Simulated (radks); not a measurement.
Species: Pt. Configuration: [Xe] 4f14 5d10 (not the ground configuration).

Calculated with a radial shooting solver on a logarithmic mesh with Libxc functionals: Dirac Kohn-Sham, PBE, spin-unpolarised, spherical densities, finite nucleus; Fermi nuclear charge, rms radius 5.427 fm.

Energy parts (hartree):
| part | energy |
|---|---|
| total | -18442.8815 |
| kinetic | 21087.4046 |
| electron-nucleus | -46368.1373 |
| Hartree | 7195.1359 |
| exchange-correlation | -357.2847 |

Orbitals (lengths in bohr, moments of r in powers of bohr; r(90%) holds 90 % of the orbital's charge):
| orbital | occ. | eigenvalue (hartree) | <r^4> | r(90%) | <1/r> | <r^2> |
|---|---|---|---|---|---|---|
| 1s1/2 | 2 | -2876.364 | 4.524e-07 | 0.0313 | 93.89 | 0.0004063 |
| 2s1/2 | 2 | -504.8645 | 0.00006623 | 0.112 | 23.03 | 0.006146 |
| 2p1/2 | 2 | -484.0173 | 0.00003944 | 0.0984 | 23.00 | 0.004356 |
| 2p3/2 | 4 | -420.4829 | 0.00006034 | 0.110 | 18.86 | 0.005546 |
| 3s1/2 | 2 | -118.5093 | 0.002415 | 0.275 | 8.457 | 0.03995 |
| 3p1/2 | 2 | -109.1189 | 0.002110 | 0.266 | 8.372 | 0.03647 |
| 3p3/2 | 4 | -95.15290 | 0.002888 | 0.288 | 7.295 | 0.04292 |
| 3d3/2 | 4 | -79.46538 | 0.001924 | 0.261 | 7.192 | 0.03299 |
| 3d5/2 | 6 | -76.45498 | 0.002115 | 0.267 | 6.945 | 0.03474 |
| 4s1/2 | 2 | -25.39213 | 0.05481 | 0.596 | 3.573 | 0.1946 |
| 4p1/2 | 2 | -21.40187 | 0.05878 | 0.607 | 3.464 | 0.1989 |
| 4p3/2 | 4 | -18.07597 | 0.07989 | 0.656 | 3.090 | 0.2321 |
| 4d3/2 | 4 | -11.52864 | 0.09700 | 0.690 | 2.885 | 0.2467 |
| 4d5/2 | 6 | -10.91006 | 0.1066 | 0.706 | 2.798 | 0.2586 |
| 5s1/2 | 2 | -3.64213 | 1.535 | 1.37 | 1.431 | 1.024 |
| 4f5/2 | 6 | -2.54855 | 0.2164 | 0.828 | 2.407 | 0.3204 |
| 4f7/2 | 8 | -2.42164 | 0.2301 | 0.840 | 2.373 | 0.3298 |
| 5p1/2 | 2 | -2.37255 | 2.266 | 1.51 | 1.301 | 1.219 |
| 5p3/2 | 4 | -1.82777 | 3.357 | 1.66 | 1.162 | 1.475 |
| 5d3/2 | 4 | -0.19346 | 29.18 | 2.75 | 0.7894 | 3.595 |
| 5d5/2 | 6 | -0.14769 | 40.84 | 2.97 | 0.7456 | 4.133 |

The highest occupied level is 5d5/2 at -4.019 eV. Summed over all electrons, <r^2> = 59.09 bohr^2, which gives a Langevin (diamagnetic) susceptibility term of -46.8 x 10^-6 cm^3/mol. The density falls to 0.001 e/bohr^3 at r = 4.24 bohr. The electron density at the nucleus is 1.974e+06 e/bohr^3.
